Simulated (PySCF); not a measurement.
## BSb and its ions

PBE0; B aug-cc-pVDZ, Sb aug-cc-pVDZ-PP with ECP28; scalar-relativistic core potentials (PySCF 2.14). Neutral (UKS): triplet (σ ↑, π ↑), Re = 2.062 Å, ωe = 688 cm⁻¹, De = 2.40 eV, HOMO -6.09 eV, LUMO -4.16 eV.

BSb⁻ (UKS): doublet (σ ↑), Re = 2.015 Å, ωe = 741 cm⁻¹. The energies at the minima are -264.92293 hartree for BSb and -265.00899 for BSb⁻.

Q: Work out the adiabatic electron affinity, without and with harmonic zero-point energies (1 hartree = 27.2114 eV, 1 eV = 8065.5 cm⁻¹), and the change of the bond length.

A: At PBE0: 0.08606 hartree = 2.342 eV between the minima; the zero-point term (688.0 − 741.0)/2 cm⁻¹ = -0.003 eV makes it 2.339 eV. Re changes by -4.7 pm against the neutral. The electron enters a π orbital, and the shorter bond of the ion fits a bonding orbital, or a change in how ionic the bond is.

These are scalar-relativistic numbers at best; spin–orbit coupling would shift them, the dissociation energy most. States were picked by a PBE0 search and need not be the measured ground states.
